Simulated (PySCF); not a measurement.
HfBr3, SMILES [Br][Hf]([Br])[Br] (connectivity only; charge and spin as stated), neutral, multiplicity 2.

Geometry: B3LYP-D3(BJ)/def2-SVP. The multiplicity is an assumed one; other spin states were not compared. The def2 effective core potentials stand for the cores of Hf; spin–orbit coupling is left out.

Two levels are set side by side: PBE/def2-TZVP (PySCF) and ωB97X/def2-TZVP (PySCF). Same geometry, gas phase. Differences are taken from unrounded values.

```json
[
 {"quantity": "α-spin orbital gap (eV)", "ωB97X": "8.14", "PBE": "1.63", "PBE minus ωB97X": "-6.51"},
 {"quantity": "β-spin orbital gap (eV)", "ωB97X": "9.13", "PBE": "4.35", "PBE minus ωB97X": "-4.78"},
 {"quantity": "mean polarisability (bohr³)", "ωB97X": "101.1", "PBE": "109.3", "PBE minus ωB97X": "8.2"}
]
```

PBE's more diffuse valence density responds more strongly to a field. Differences between two approximate levels are no errors against the true value.

Rough cost on one machine, each run with all the roots and properties that it gave: ωB97X against PBE within a factor of 2.
